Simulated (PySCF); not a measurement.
Isomers of C7H9NOSi, mass 151.045 u with the commonest isotopes. The calculation used PBE0/pcSseg-1 in PySCF (dipole) on a GFN2-xTB geometry, gas phase. One conformer each, none proved a minimum here; rigid rotors.

Question: Order these by rotational constant B, largest first.
A. `[CH3:1][C:2]#[C:3][SiH2:4][O:5]/[C:6]([C:7]#[N:8])=[CH:9]/[CH3:10]` with C3–Si4–O5–C6 59°, Si4–O5–C6–C7 15°
B. `[CH2:1]=[CH:2][CH2:3]/[CH:4]=[CH:5]\[Si@@H:6]([C:7]#[N:8])[CH:9]=[O:10]` with C1–C2–C3–C4 -119°, C2–C3–C4–C5 116°, C4–C5–Si6–C7 -175°, C5–Si6–C9–O10 99°
C. `[CH:1]#[C:2][SiH2:3][O:4][CH2:5][n:6]1[cH:7][cH:8][cH:9][cH:10]1` with C2–Si3–O4–C5 177°, Si3–O4–C5–N6 47°, O4–C5–N6–C7 -93°

Answer: B (667.1 MHz), A (620.5 MHz), C (571.9 MHz).

Question: Order these by rotational constant A, largest first.
A. `[CH2:1]=[CH:2][CH2:3]/[CH:4]=[CH:5]\[Si@@H:6]([C:7]#[N:8])[CH:9]=[O:10]` with C1–C2–C3–C4 -119°, C2–C3–C4–C5 116°, C4–C5–Si6–C7 -175°, C5–Si6–C9–O10 99°
B. `[CH:1]#[C:2][SiH2:3][O:4][CH2:5][n:6]1[cH:7][cH:8][cH:9][cH:10]1` with C2–Si3–O4–C5 177°, Si3–O4–C5–N6 47°, O4–C5–N6–C7 -93°
C. `[CH3:1][C:2]#[C:3][SiH2:4][O:5]/[C:6]([C:7]#[N:8])=[CH:9]/[CH3:10]` with C3–Si4–O5–C6 59°, Si4–O5–C6–C7 15°

Answer: B (3007 MHz), A (1917 MHz), C (1574 MHz).

Question: Order these by out-of-plane moment Σ m c² = (Ia + Ib − Ic)/2, smallest first.
A. `[CH2:1]=[CH:2][CH2:3]/[CH:4]=[CH:5]\[Si@@H:6]([C:7]#[N:8])[CH:9]=[O:10]` with C1–C2–C3–C4 -119°, C2–C3–C4–C5 116°, C4–C5–Si6–C7 -175°, C5–Si6–C9–O10 99°
B. `[CH:1]#[C:2][SiH2:3][O:4][CH2:5][n:6]1[cH:7][cH:8][cH:9][cH:10]1` with C2–Si3–O4–C5 177°, Si3–O4–C5–N6 47°, O4–C5–N6–C7 -93°
C. `[CH3:1][C:2]#[C:3][SiH2:4][O:5]/[C:6]([C:7]#[N:8])=[CH:9]/[CH3:10]` with C3–Si4–O5–C6 59°, Si4–O5–C6–C7 15°

Answer: A (37.44 u·Å²), B (74.04 u·Å²), C (105.69 u·Å²).

| SMILES | point group | Ia (u·Å²) | Ib (u·Å²) | Ic (u·Å²) | κ | μa (D) | μb (D) | μc (D) |
| --- | --- | --- | --- | --- | --- | --- | --- | --- |
| C#C[SiH2]OCn1cccc1 | C1 | 168.04 | 883.61 | 903.56 | -0.99 | 0.31 | 0.73 | 0.48 |
| CC#C[SiH2]O/C(C#N)=C/C | C1 | 321.02 | 814.43 | 924.07 | -0.86 | 0.59 | 0.17 | 2.68 |
| C=CC/C=C\[Si@@H](C#N)C=O | C1 | 263.68 | 757.53 | 946.32 | -0.81 | 3.18 | 1.80 | 0.23 |
